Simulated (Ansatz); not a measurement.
Molecule: dibromo(dichloro)silane, sum formula SiBr2Cl2 (charge 0, singlet). 
Coordinates optimised at B3LYP-D3(BJ)/def2-TZVP (Ansatz, a quantum-chemistry and plane-wave program):
SMILES: Br[Si](Br)(Cl)Cl
```xyz
5

Si    -0.0250    -0.4088     0.0235
Cl     0.1773    -1.5090     1.7251
Cl    -0.3713    -1.6633    -1.5428
Br    -1.7246     0.9776     0.2434
Br     1.8289     0.7267    -0.3413
```

Basis-set convergence of Hartree-Fock and CCSD(T) correlation energies (hartree) with Ansatz. Correlated levels leave the core frozen unless marked. Spin-orbit coupling is left out. The frozen core is the preceding noble-gas configuration, with the filled d and f shells of earlier blocks. Non-relativistic.

| basis | functions | E(HF) | E(corr, CCSD(T)) |
|---|---|---|---|
| def2-SVPD | 160 | -6351.97039 | -0.69529 |
| def2-TZVPPD | 264 | -6353.00959 | -0.90792 |
| def2-QZVPPD | 430 | -6353.14099 | -0.99191 |

Extrapolating the two largest sets (X = 3 and 4) as X^-3: E(corr) = (64·(-0.99191) - 27·(-0.90792))/37 = -1.0532 Eh, an estimate of the basis-set limit. The largest set recovers 94.2 % of it, the smallest 66.0 %.
